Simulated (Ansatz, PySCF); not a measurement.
This triplet is an excited state, 0.87 eV above the relaxed singlet at the level frozen-core CCSD(T)/cc-pVTZ // PBE0-D3(BJ)/def2-TZVP (Ansatz, a program for electronic structure).

Z-matrix (Å, degrees):
```
C
O 1 1.3062
H 2 0.9658 1 111.46
B 1 1.4934 2 132.32 3 -179.99
H 4 1.1923 1 119.58 2 -179.95
H 4 1.1998 5 122.13 1 179.98
```
Charge 0, spin multiplicity 3.

Question: Give the total energy, highest occupied spin orbital and dipole moment at the level PBE-D3(BJ)/def2-TZVP // PBE0-D3(BJ)/def2-TZVP (PySCF).

Answer: 
The total energy is -139.7345 Ha, the highest occupied spin orbital is -5.37 eV and the dipole moment comes out as 2.92 D.
